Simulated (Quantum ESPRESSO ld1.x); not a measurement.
The numbers below are computed, except where a source is named.
Problem. These are the eigenvalues of the occupied orbitals of an atom or ion with whole-number occupations (eV). Code: ld1.x of Quantum ESPRESSO 7.5. Model: Dirac Kohn-Sham, PBE, spin-unpolarised, spherical densities, point nucleus.

| orbital | eigenvalue |
|---|---|
| 1s1/2 | -84215.1 |
| 2s1/2 | -17695.1 |
| 2p1/2 | -17133.3 |
| 2p3/2 | -15280.8 |
| 3s1/2 | -6518.20 |
| 3p1/2 | -6284.61 |
| 3p3/2 | -5835.10 |
| 3d3/2 | -5479.21 |
| 3d5/2 | -5378.83 |

Which element is it, and in what charge state? The configuration may be excited. Open shells, if any, fill j = l - 1/2 first.

Solution. Z = 79, gold, charge +55: Au55+ in [Ar] 3d6. The list shows which subshells hold electrons but not how many an open one holds; the 1s level, -3094.8 hartree, gives Z - s = 78.7 by -(Z - s)^2/2, which with screening and relativity narrows Z to a few neighbours, and the depths of the outer levels then fix element, charge and occupations together.
